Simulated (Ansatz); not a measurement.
## Nudged elastic band run: C4H12Si2

input.yaml

```yaml
crystal:
  periodic: [false, false, false]
  atoms:
    - { symbol: C, position_ang: [1.099221, 1.246768, -1.387558] }
    - { symbol: C, position_ang: [0.772337, 0.915087, -0.130047] }
    - { symbol: C, position_ang: [0.951301, 1.896455, 1.009108] }
    - { symbol: Si, position_ang: [0.080323, -0.80021, 0.264431] }
    - { symbol: C, position_ang: [0.189946, -1.970196, -1.222454] }
    - { symbol: Si, position_ang: [-2.148059, -0.648641, 1.025889] }
    - { symbol: H, position_ang: [0.986035, 0.562524, -2.22515] }
    - { symbol: H, position_ang: [1.502204, 2.230277, -1.634162] }
    - { symbol: H, position_ang: [1.364231, 2.849886, 0.65911] }
    - { symbol: H, position_ang: [-0.000995, 2.107165, 1.514171] }
    - { symbol: H, position_ang: [1.626971, 1.495157, 1.776336] }
    - { symbol: H, position_ang: [0.886746, -1.367775, 1.390165] }
    - { symbol: H, position_ang: [1.222603, -2.055273, -1.579389] }
    - { symbol: H, position_ang: [-0.153521, -2.973406, -0.946339] }
    - { symbol: H, position_ang: [-0.430517, -1.623847, -2.056361] }
    - { symbol: H, position_ang: [-2.64028, -1.972108, 1.507626] }
    - { symbol: H, position_ang: [-2.285221, 0.319751, 2.152209] }
    - { symbol: H, position_ang: [-3.060825, -0.200415, -0.065685] }
basis:
  gaussian: { orbitals: "6-31G*" }
hamiltonian:
  xc: b3lyp
neb:
  order_check: false
  images: 5
  f_tol: 0.2
  max_iterations: 60
  final_atoms:
    - { symbol: C, position_ang: [1.06191603, 1.26918661, -1.41045556] }
    - { symbol: C, position_ang: [0.74999398, 0.93317465, -0.15022963] }
    - { symbol: C, position_ang: [0.90246039, 1.92532298, 0.9836669] }
    - { symbol: Si, position_ang: [0.11147368, -0.80031499, 0.25386786] }
    - { symbol: C, position_ang: [0.19299508, -1.95481253, -1.24690891] }
    - { symbol: Si, position_ang: [-2.08945549, -0.71070874, 1.1005397] }
    - { symbol: H, position_ang: [0.96230223, 0.57911482, -2.24504842] }
    - { symbol: H, position_ang: [1.44009972, 2.26121917, -1.66202633] }
    - { symbol: H, position_ang: [1.57530965, 1.54047261, 1.76159138] }
    - { symbol: H, position_ang: [1.30459291, 2.88245293, 0.6306358] }
    - { symbol: H, position_ang: [-0.05913033, 2.12527275, 1.47532949] }
    - { symbol: H, position_ang: [0.96928882, -1.35945964, 1.34510107] }
    - { symbol: H, position_ang: [1.21429137, -2.01707411, -1.63936979] }
    - { symbol: H, position_ang: [-0.12152102, -2.96700844, -0.96903141] }
    - { symbol: H, position_ang: [-0.46191373, -1.61268474, -2.05578022] }
    - { symbol: H, position_ang: [-2.5409426, -2.05757652, 1.55717371] }
    - { symbol: H, position_ang: [-2.1979986, 0.21820251, 2.26252064] }
    - { symbol: H, position_ang: [-3.05126209, -0.24358032, 0.06032371] }
  initial_path:
    images:
      - { positions_ang: [[1.099221, 1.246768, -1.387558], [0.772337, 0.915087, -0.130047], [0.951301, 1.896455, 1.009108], [0.080323, -0.80021, 0.264431], [0.189946, -1.970196, -1.222454], [-2.148059, -0.648641, 1.025889], [0.986035, 0.562524, -2.22515], [1.502204, 2.230277, -1.634162], [1.364231, 2.849886, 0.65911], [-0.000995, 2.107165, 1.514171], [1.626971, 1.495157, 1.776336], [0.886746, -1.367775, 1.390165], [1.222603, -2.055273, -1.579389], [-0.153521, -2.973406, -0.946339], [-0.430517, -1.623847, -2.056361], [-2.64028, -1.972108, 1.507626], [-2.285221, 0.319751, 2.152209], [-3.060825, -0.200415, -0.065685]] }
      - { positions_ang: [[0.98694776, 1.27602626, -1.37914921], [0.750036, 0.91276268, -0.12555106], [1.04870447, 1.83432915, 1.01126269], [0.08086901, -0.78690031, 0.28909768], [0.22458042, -1.99180543, -1.15092352], [-2.18921307, -0.62243053, 0.92806043], [0.77116121, 0.64935265, -2.22080161], [1.39193201, 2.27805144, -1.62771258], [1.08177376, 2.69654652, 0.93925055], [0.55816572, 1.77356745, 1.61793905], [1.77690987, 1.793722, 1.40913144], [0.82587729, -1.31654464, 1.46102105], [1.2521333, -2.07024671, -1.46242363], [-0.13624682, -2.98241941, -0.85410355], [-0.35979977, -1.6726494, -2.00971855], [-2.69901851, -1.93838113, 1.39290742], [-2.36601347, 0.35586338, 2.03999102], [-3.0362992, -0.17764499, -0.20637762]] }
      - { positions_ang: [[0.87467451, 1.30528452, -1.37074042], [0.727735, 0.91043837, -0.12105513], [1.14610794, 1.7722033, 1.01341737], [0.08141502, -0.77359062, 0.31376436], [0.25921484, -2.01341485, -1.07939303], [-2.23036714, -0.59622005, 0.83023187], [0.55628741, 0.73618131, -2.21645321], [1.28166003, 2.32582587, -1.62126316], [0.79931651, 2.54320704, 1.21939111], [1.11732645, 1.43996991, 1.7217071], [1.92684875, 2.092287, 1.04192689], [0.76500859, -1.26531427, 1.53187709], [1.28166361, -2.08522042, -1.34545827], [-0.11897263, -2.99143282, -0.7618681], [-0.28908253, -1.72145181, -1.9630761], [-2.75775702, -1.90465427, 1.27818884], [-2.44680594, 0.39197576, 1.92777304], [-3.01177339, -0.15487498, -0.34707025]] }
      - { positions_ang: [[0.76240127, 1.33454279, -1.36233163], [0.705434, 0.90811405, -0.11655919], [1.24351141, 1.71007745, 1.01557206], [0.08196103, -0.76028092, 0.33843105], [0.29384925, -2.03502428, -1.00786255], [-2.2715212, -0.57000958, 0.7324033], [0.34141362, 0.82300996, -2.21210482], [1.17138804, 2.37360031, -1.61481373], [0.51685927, 2.38986757, 1.49953166], [1.67648717, 1.10637236, 1.82547514], [2.07678762, 2.390852, 0.67472233], [0.70413988, -1.21408391, 1.60273314], [1.31119391, -2.10019413, -1.2284929], [-0.10169845, -3.00044624, -0.66963265], [-0.2183653, -1.77025421, -1.91643365], [-2.81649552, -1.8709274, 1.16347026], [-2.52759841, 0.42808815, 1.81555506], [-2.98724759, -0.13210497, -0.48776287]] }
      - { positions_ang: [[0.86223953, 1.31275739, -1.37837294], [0.72028733, 0.91646758, -0.12778267], [1.12982774, 1.78182596, 1.00493701], [0.09179858, -0.77362561, 0.31024332], [0.2602312, -2.00828703, -1.08754467], [-2.21083263, -0.6169093, 0.85511543], [0.54837649, 0.74171158, -2.22308602], [1.2609586, 2.33613993, -1.63055126], [0.86967606, 2.10673592, 1.5868849], [1.55252242, 1.69839922, 1.42719536], [1.36481497, 2.30232558, 0.94159138], [0.79252286, -1.26254249, 1.51685578], [1.27889306, -2.07248746, -1.36545187], [-0.10830598, -2.9893003, -0.76943224], [-0.29954811, -1.71773105, -1.9628825], [-2.72464455, -1.93314377, 1.29470475], [-2.41773181, 0.35812627, 1.96454359], [-3.00858576, -0.16926342, -0.30506734]] }
      - { positions_ang: [[0.96207778, 1.290972, -1.39441425], [0.73514065, 0.92482112, -0.13900615], [1.01614406, 1.85357447, 0.99430195], [0.10163613, -0.7869703, 0.28205559], [0.22661314, -1.98154978, -1.16722679], [-2.15014406, -0.66380902, 0.97782757], [0.75533936, 0.6604132, -2.23406722], [1.35052916, 2.29867955, -1.6462888], [1.22249286, 1.82360426, 1.67423814], [1.42855766, 2.29042608, 1.02891558], [0.65284232, 2.21379916, 1.20846044], [0.88090584, -1.31100106, 1.43097843], [1.24659222, -2.04478079, -1.50241083], [-0.1149135, -2.97815437, -0.86923183], [-0.38073092, -1.66520789, -2.00933136], [-2.63279358, -1.99536015, 1.42593923], [-2.30786521, 0.28816439, 2.11353212], [-3.02992392, -0.20642187, -0.12237181]] }
      - { positions_ang: [[1.06191603, 1.26918661, -1.41045556], [0.74999398, 0.93317465, -0.15022963], [0.90246039, 1.92532298, 0.9836669], [0.11147368, -0.80031499, 0.25386786], [0.19299508, -1.95481253, -1.24690891], [-2.08945549, -0.71070874, 1.1005397], [0.96230223, 0.57911482, -2.24504842], [1.44009972, 2.26121917, -1.66202633], [1.57530965, 1.54047261, 1.76159138], [1.30459291, 2.88245293, 0.6306358], [-0.05913033, 2.12527275, 1.47532949], [0.96928882, -1.35945964, 1.34510107], [1.21429137, -2.01707411, -1.63936979], [-0.12152102, -2.96700844, -0.96903141], [-0.46191373, -1.61268474, -2.05578022], [-2.5409426, -2.05757652, 1.55717371], [-2.1979986, 0.21820251, 2.26252064], [-3.05126209, -0.24358032, 0.06032371]] }
```

Launched with:

```bash
$ ansatz run input.yaml --threads 2 --pin off --max-ram 3072MiB --backend cpu --events-out ev --progress --plain --runs-dir out
```

Output, in part (warnings, iteration lines, the closing report on the highest movable image, with atoms numbered from 0):

```
NEB end point (image 0): max|allowed force component| = 1.249e-2 eV/Å (the criterion of neb.relax_end_points is 4.000e-2)
NEB end point (image 6): max|allowed force component| = 1.100e-2 eV/Å (the criterion of neb.relax_end_points is 4.000e-2)
NEB iter   1: max|band force component| = 1.308e2 eV/Å  barrier→ = 38.6979 eV  barrier← = 38.6977 eV  Δτ_max = 0.2000 Å  (181 SCF iters)
NEB iter   2: max|band force component| = 3.919e1 eV/Å  barrier→ = 13.6857 eV  barrier← = 13.6855 eV  Δτ_max = 0.2000 Å  (151 SCF iters)
NEB iter   3: max|band force component| = 1.966e1 eV/Å  barrier→ = 7.5843 eV  barrier← = 7.5841 eV  Δτ_max = 0.2000 Å  (140 SCF iters)
NEB iter   4: max|band force component| = 8.338e0 eV/Å  barrier→ = 3.0296 eV  barrier← = 3.0294 eV  Δτ_max = 0.1995 Å  (143 SCF iters)
NEB iter   5: max|band force component| = 2.965e0 eV/Å  barrier→ = 1.0555 eV  barrier← = 1.0553 eV  Δτ_max = 0.2000 Å  (142 SCF iters)
NEB iter   6: max|band force component| = 1.549e0 eV/Å  barrier→ = 0.2268 eV  barrier← = 0.2266 eV  Δτ_max = 0.1155 Å  (146 SCF iters)
NEB iter   7: max|band force component| = 1.756e0 eV/Å  barrier→ = 0.1758 eV  barrier← = 0.1756 eV  Δτ_max = 0.0570 Å  (140 SCF iters)
NEB iter   8: max|band force component| = 8.600e-1 eV/Å  barrier→ = 0.0947 eV  barrier← = 0.0945 eV  Δτ_max = 0.1139 Å  (139 SCF iters)
NEB iter   9: max|band force component| = 3.166e-1 eV/Å  barrier→ = 0.0716 eV  barrier← = 0.0714 eV  CI = image 2  Δτ_max = 0.1997 Å  (138 SCF iters)
NEB iter  10: max|band force component| = 1.938e-1 eV/Å  barrier→ = 0.0754 eV  barrier← = 0.0753 eV  CI = image 2  Δτ_max = 0.0000 Å  (278 SCF iters)
Total energy: -20098.98899318 eV, -738.6242219152 hartree
Atom 0 at     1.081850     1.230873    -1.374788 Å, force     0.110066     0.062346     0.071636 eV/Å
Atom 1 at     0.785103     0.895299    -0.110198 Å, force    -0.022839    -0.101437    -0.004376 eV/Å
Atom 2 at     1.018088     1.867205     1.040234 Å, force     0.007436     0.006870    -0.098123 eV/Å
Atom 3 at     0.058107    -0.802771     0.277973 Å, force    -0.052710     0.053905    -0.067834 eV/Å
Atom 4 at     0.187912    -1.994041    -1.191675 Å, force    -0.012194    -0.002622     0.021187 eV/Å
Atom 5 at    -2.194109    -0.586000     0.952581 Å, force     0.016152    -0.069593     0.071033 eV/Å
Atom 6 at     0.923333     0.562622    -2.217323 Å, force    -0.022320    -0.034138     0.014685 eV/Å
Atom 7 at     1.521004     2.197876    -1.625455 Å, force    -0.025081     0.030055    -0.007176 eV/Å
Atom 8 at     0.333565     2.721336     0.971564 Å, force    -0.003088     0.021423     0.026324 eV/Å
Atom 9 at     0.869696     1.412824     2.026091 Å, force     0.003860    -0.042466    -0.039803 eV/Å
Atom 10 at     2.041252     2.258370     1.011633 Å, force     0.008946     0.056394     0.016376 eV/Å
Atom 11 at     0.827584    -1.366601     1.430766 Å, force    -0.033982     0.000376     0.008128 eV/Å
Atom 12 at     1.225411    -2.077907    -1.532821 Å, force     0.018408    -0.005949    -0.006793 eV/Å
Atom 13 at    -0.153608    -2.994833    -0.904168 Å, force     0.001092     0.000940     0.001673 eV/Å
Atom 14 at    -0.423123    -1.667019    -2.039956 Å, force    -0.002295     0.014497     0.000975 eV/Å
Atom 15 at    -2.717785    -1.905062     1.413666 Å, force    -0.037854     0.004640     0.007698 eV/Å
Atom 16 at    -2.347063     0.376945     2.081008 Å, force     0.004434     0.005597     0.001256 eV/Å
Atom 17 at    -3.074716    -0.117917    -0.157233 Å, force     0.041970    -0.000838    -0.016864 eV/Å
Dipole moment:     0.166697     0.047457    -0.136628 e Å
```

It converged. The threshold of 0.2 eV/Å is loose, so the images may lie well off the minimum-energy path. The profile has 2 maxima (images 2, 5) with wells between them (image 3): this band takes more than one step, which may be the mechanism or a detour left from its start path. Another band between the same ends (5 images) ends at a top of the same energy, where a vibrational analysis finds 1 clearly imaginary mode.

Final band (atoms are numbered from 1 in the order of the input):

| image | path coordinate (Å) | energy (eV) | dihedral Si4–C2–C3–H10 (°) |
| --- | --- | --- | --- |
| 0 | 0.00 | 0.000 | -60 |
| 1 | 1.19 | 0.038 | -31 |
| 2 | 2.38 | 0.075 | 9 |
| 3 | 3.67 | 0.015 | 47 |
| 4 | 4.96 | 0.040 | 90 |
| 5 | 6.25 | 0.070 | 135 |
| 6 | 7.54 | 0.000 | 178 |

Run time: 100 s on 2 threads of AMD EPYC 9R45 96-Core Processor (Zen 5) (shared host), peak memory 0.37 GiB.
